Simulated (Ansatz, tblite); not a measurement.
Forces on the cluster Cs3I4 at its PBE0-D4/def2-SVP geometry. The state is a doublet with charge 0.

In the def2 sets Cs, I take a core potential; there is no spin–orbit coupling. The xTB rows come from tblite. At PBE-D4/def2-TZVP the gap within one spin of the charge 0 doublet nearly closes, so an electron or hole may be smeared out by delocalisation error. In the doublet, I5 and I6 lie 3.27 Å apart (atoms count from 1), so these atoms are partly bonded to each other. The structure comes from a short search, and lower isomers may exist.

GFN1-xTB (tblite), largest force 0.38 eV/Å:

```xyz
7
positions Å, forces eV/Å
Cs   -2.647    1.580   -0.279    0.085   -0.067    0.062
Cs    0.132   -2.222    2.842    0.037    0.077   -0.010
Cs    1.186   -0.307   -2.055   -0.012    0.059    0.249
I    -1.718   -2.042   -0.254   -0.077   -0.072   -0.047
I     3.177   -0.758    1.230   -0.243    0.176    0.028
I     0.769    1.371    1.809    0.223   -0.257   -0.168
I    -0.900    2.378   -3.295   -0.014    0.083   -0.115
```

GFN2-xTB (tblite), largest force 0.50 eV/Å:

```
Cs 0.018 0.033 -0.138
Cs 0.078 0.030 -0.026
Cs 0.011 0.082 -0.075
I 0.164 0.199 0.115
I 0.182 -0.378 -0.133
I -0.454 0.193 0.076
I 0.002 -0.159 0.181
```

PBE-D4/def2-TZVP (Ansatz), largest force 0.08 eV/Å:

```
Cs 0.043 -0.012 -0.041
Cs -0.002 0.038 -0.071
Cs -0.028 0.007 -0.001
I 0.015 0.017 0.026
I -0.006 -0.010 0.014
I -0.012 -0.003 0.006
I -0.010 -0.037 0.067
```
